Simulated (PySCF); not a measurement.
C4H5FO, SMILES O=C[C@@H]1C[C@H]1F. Atoms are numbered in the order given.

```xyz
11

O      2.5499    -0.2088    -0.2214
C      1.4914    -0.2019     0.3548
C      0.2214     0.3138    -0.2107
C     -0.8048     0.9718     0.7193
C     -1.0784    -0.3665     0.1577
F     -2.0111    -0.4834    -0.8235
H      1.3991    -0.6025     1.4032
H      0.2894     0.7004    -1.2312
H     -1.3559     1.8149     0.2966
H     -0.5596     1.0547     1.7824
H     -1.0498    -1.2500     0.8057
```
Charge 0, spin multiplicity 1.

The structure is a stationary point at B3LYP-D3(BJ)/def2-SVP. Other conformers were not sampled.

These are M06-2X/def2-TZVP in PySCF values and carry that method's errors.

Atomic charges (e):

```tsv
atom	meta-Löwdin	Mulliken
O1	-0.40	-0.27
C2	0.29	0.11
C3	-0.17	-0.16
C4	-0.24	-0.28
C5	0.20	0.11
F6	-0.30	-0.21
H7	0.06	0.08
H8	0.15	0.16
H9	0.15	0.17
H10	0.13	0.15
H11	0.12	0.13
```

Problem. Give the Mayer and Wiberg (Löwdin basis) orders of the bonds. (The exact figures need the calculation; the answer reports its results.)

Solution. 
```tsv
bond	Mayer	Wiberg
O1–C2	2.09	2.76
C2–C3	0.96	1.25
C3–C4	0.88	1.16
C3–C5	0.91	1.15
C4–C5	0.92	1.29
C5–F6	1.00	1.68
C2–H7	0.96	0.85
C3–H8	0.95	0.80
C4–H9	0.96	0.86
C4–H10	0.94	0.86
C5–H11	0.99	0.85
```
